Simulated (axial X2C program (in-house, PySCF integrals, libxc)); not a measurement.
Potential curves of YB, with spin–orbit coupling

Computed with an in-house all-electron X2C program for linear molecules (integrals from PySCF). Two-component (2c) means X2C with spin–orbit coupling and atomic mean-field two-electron Coulomb and Gaunt terms. Basis: Y dyall-cv3z [11s12p9d6f3g], B dyall-v3z [7s6p2d1f] (cores contracted in-house); Gaussian nuclei, density fitting, unrestricted open shells. Masses: Y 88.906 u, B 11.009 u.

State: Ω = 2 (⟨Sz⟩ = 2.00, ⟨Lz⟩ = 0.00 at HF). Energies in eV from the lowest point of each curve. Fits are polynomials in 1 − R0/R over 0.85 to 1.23 times the lowest point R0.

| R (Å) | CCSD |
| --- | --- |
| 2.1194 | 0.0645 |
| 2.1893 | 0.0000 |
| 2.2591 | 0.0038 |
| 2.3290 | 0.0616 |
| 2.4105 | 0.1803 |
| 2.5968 | 0.5690 |

Correlated methods: 14 electrons correlated (number of frozen shells: Y 3 s, 2 p, 1 d; B 1 s), 288 virtual spin orbitals or spinors in MP2, 90 natural virtuals in coupled cluster.

One determinant describes the state; a PBE0 search over occupations chose it and may have missed a lower one. CCSD ran in a truncated set of natural virtual spinors with an MP2 remainder; without triples it tends to underbind. Other states lie close and PBE0, whose exact exchange favours high spin, may order them wrongly; the determinant shown need not be the ground state. The nearest other 2c determinant of the search, Ω = 1, lies 0.48 eV up at the distance of the search. The spin of this state cannot come from the lowest atoms; the curve heads to a higher limit, and no De is given. With several unpaired electrons one determinant need not be a pure state. Open-shell Ω = 0 determinants with evenly filled partner blocks cannot be reached by this program, so the Ω shown need not be the lowest component. Coupled cluster ran on the points near the minimum only. MP2 and coupled cluster on one determinant become unreliable at the stretched end.

Question: Fit the CCSD curve near its minimum: give the equilibrium distance and the harmonic wavenumber.

Answer: At CCSD, 2c: Re = 2.219 Å, ωe ≈ 594 cm⁻¹; Be follows as 0.349 cm⁻¹.
